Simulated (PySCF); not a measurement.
Identify the unknown among the candidates.

All candidates are C4H2F4.

- Rotational structure: rotational constants A, B, C: 4.583, 1.172, 0.933 GHz [GFN2-xTB]
- NMR, other nuclei: isotropic shieldings of nuclei other than C and H, by class: 277 (1 F), 288 (1 F), 291 (1 F), 369 (1 F) ppm [GIAO PBE0/pcSseg-1]
- Triplet: lowest triplet excitation (Tamm–Dancoff): 3.15 eV [TDA B3LYP/def2-SVPD]
- 13C NMR: chemical shifts (computed TMS as zero) by class: 166.6 (1 C), 158.6 (1 C), 136.1 (1 C), 103.9 (1 C) ppm [GIAO PBE0/pcSseg-1]
- Couplings: largest of the computed one-bond spin–spin couplings (means over like bonds): 19F–13C -384.7, 19F–13C -370.3, 19F–13C -356.5, 19F–13C -313.9, 13C–1H +208.9, 13C–1H +170.9, 13C–13C +152.3, 13C–13C +94.6 Hz [B3LYP/pcJ-1, spin–dipole term left out for some pairs]
- Polarisability: 57.4 au [B3LYP/def2-SVPD]

Electronic properties: PySCF, gas phase, density fitting. Levels stand in brackets. Geometry: GFN2-xTB, one conformer, isolated molecule. NMR values are class means; diastereotopic atoms form classes of their own.

Question: Which candidate is it?
A. `FC1=C[C@H]1C(F)(F)F`
B. `FCC#CC(F)(F)F`
C. `F/C=C\C(F)=C(F)F`

Answer: C. It is `F/C=C\C(F)=C(F)F`. Numbering: `[F:1]/[CH:2]=[CH:3]\[C:4]([F:5])=[C:6]([F:7])[F:8]`. Its formula, C4H2F4, gives 2 degrees of unsaturation: 0 rings and 2 π bonds in the structure found. 4 carbons fall into 4 classes; from least to most shielded: =CF2 carbon [C6] (166.6 ppm), vinylic C–F carbon [C2] (158.6 ppm), vinylic C–F carbon [C4] (136.1 ppm), alkene CH carbon [C3] (103.9 ppm). The other shieldings belong to: 277 ppm, vinyl fluorine [F8]; 288 ppm, vinyl fluorine [F1]; 291 ppm, vinyl fluorine [F7]; 369 ppm, vinyl fluorine [F5]. The couplings run between: -384.7 Hz, vinyl fluorine [F8] and =CF2 carbon [C6]; -370.3 Hz, vinyl fluorine [F7] and =CF2 carbon [C6]; -356.5 Hz, vinyl fluorine [F1] and vinylic C–F carbon [C2]; -313.9 Hz, vinyl fluorine [F5] and vinylic C–F carbon [C4]; +208.9 Hz, vinylic C–F carbon [C2] and its hydrogen; +170.9 Hz, alkene CH carbon [C3] and its hydrogen; +152.3 Hz, vinylic C–F carbon [C4] and =CF2 carbon [C6]; +94.6 Hz, vinylic C–F carbon [C2] and alkene CH carbon [C3]. The optimised geometry has point group Cs and is an asymmetric top.

The others, at the same levels:
- `FC1=C[C@H]1C(F)(F)F` fails: its computed 13C shifts are 151.1 (1 C), 133.7 (1 C), 73.9 (1 C), 34.1 (1 C) ppm, rotational constant A is 3.819 GHz (against 4.583 GHz) and smallest rotational constant is 1.294 GHz (against 0.933 GHz).
- `FCC#CC(F)(F)F` fails: its computed 13C shifts are 123.4 (1 C), 89.8 (1 C), 84.7 (1 C), 72.1 (1 C) ppm, rotational constant A is 4.782 GHz (against 4.583 GHz) and smallest rotational constant is 0.819 GHz (against 0.933 GHz).

Each candidate is one conformer, not necessarily the lowest. The conformers computed, where there is a choice (atom-mapped SMILES and torsion angles):
- `[F:1]/[CH:2]=[CH:3]\[C:4]([F:5])=[C:6]([F:7])[F:8]`: C2–C3–C4–F5 0°
- `[F:1][C:2]1=[CH:3][C@H:4]1[C:5]([F:6])([F:7])[F:8]`: C3–C4–C5–F6 -89°

One-bond C–F couplings are unscaled; at this level they come out some 30 % too large in size.
